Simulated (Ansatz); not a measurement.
`[OH][Ga]([F])[Br]`. Total charge 0; spin multiplicity 1. Geometry: relaxed with PBE0-D4/def2-TZVP. It is one conformer, not always the lowest.

```xyz
5

O     0.967   -0.641    0.773
Ga   -0.346    0.147   -0.103
F     0.004    0.792   -1.686
Br   -2.416    0.342    0.737
H     1.791   -0.641    0.278
```

Task: What is the dipole moment at ωB97M-V/def2-TZVPP? (Estimate.)

Result: Computed: 0.95 D, with components (0.87, -0.34, 0.20) D in this frame, pointing from negative to positive charge.

Task: And with PBE, r2SCAN, B3LYP? (Best estimate.)

Result: Ansatz gave: PBE 0.97 D, r2SCAN 0.99 D, B3LYP 0.93 D.

Task: Give the Mulliken charges with ωB97M-V, B3LYP, r2SCAN in def2-TZVPP. (Estimate.)

Result: Ansatz gave: 
| atom | ωB97M-V | B3LYP | r2SCAN |
| --- | --- | --- | --- |
| O1 | -0.38 | -0.37 | -0.39 |
| Ga2 | 0.75 | 0.74 | 0.74 |
| F3 | -0.37 | -0.37 | -0.36 |
| Br4 | -0.19 | -0.19 | -0.20 |
| H5 | 0.18 | 0.19 | 0.21 |

B3LYP here is the variant with VWN-RPA as its local correlation; programs differ in this.
